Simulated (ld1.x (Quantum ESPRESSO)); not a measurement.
## osmium (Os), TM: configuration errors across variants

```
Element                 : Os
Generator               : ld1.x (Quantum ESPRESSO) 7.5
Type                    : norm-conserving Troullier–Martins (Kleinman–Bylander form)
Functional              : LDA (PZ)
Relativity              : scalar-relativistic
Frozen core             : [Kr] 4d10 4f14 5s2
Valence charge          : 14
Reference configuration : 5p6 5d6 6s0.5 6p0 (charge +1.5)
Partial waves           : 5p (bound): rc 1.25 bohr; 5d (bound): rc 2.20 bohr; 6s (bound): rc 2.10 bohr
Local potential         : the s channel
Core correction         : none
```

All-electron excitation energies from the reference (eV): (1) 5p6 5d6 6s2 6p0 -17.542; (2) 5p6 5d6 6s1 6p0 -7.678; (3) 5p6 5d6 6s0 6p0 9.606; (4) 5p6 5d7 6s1 6p0 -17.184; (5) 5p6 5d5 6s2 6p0 -6.238; (6) 5p5 5d6 6s2 6p0 39.616; (7) 5p6 5d7 6s0 6p0 -8.144; (8) 5p6 5d6 6s0.5 6p0 spin -2.615; (9) 5p6 5d6 6s2 6p0 spin -19.562.

Spin tests fill each open shell by Hund’s rule, majority spin first.

Errors AE − PS in meV (a dash: test not solved or not reliable):

| change | (1) | (2) | (3) | (4) | (5) | (6) | (7) | (8) | (9) | bound ghosts |
| --- | --- | --- | --- | --- | --- | --- | --- | --- | --- | --- |
| base | -1.1 | +1.5 | -4.7 | -14 | -52 | -331 | -36 | +378 | +324 | none |
| core correction a·sin(br)/r model core inside 0.52 bohr | -4.2 | +1.0 | -5.2 | -18 | -60 | -386 | -40 | +33 | +10 | none |
| core correction a·sin(br)/r model core inside 0.90 bohr | -4.2 | +1.0 | -5.2 | -18 | -60 | -383 | -40 | +39 | +16 | none |
| core correction a·sin(br)/r model core inside 1.00 bohr | -4.2 | +1.0 | -5.2 | -18 | -60 | -380 | -40 | +49 | +25 | none |
| core correction a·sin(br)/r model core inside 1.20 bohr | -4.0 | +1.0 | -5.2 | -18 | -59 | -369 | -39 | +89 | +63 | none |
| core correction a·sin(br)/r model core inside 1.34 bohr | -3.8 | +1.1 | -5.2 | -17 | -59 | -360 | -39 | +128 | +98 | none |
| core correction a·sin(br)/r model core inside 1.46 bohr | -3.7 | +1.0 | -5.2 | -17 | -58 | -352 | -39 | +171 | +138 | none |

Question: Give the same row for: core correction a·sin(br)/r model core inside 0.72 bohr.

Answer: -4.2, +1.0, -5.2, -18, -60, -386, -40, +33, +11; bound ghosts: none.
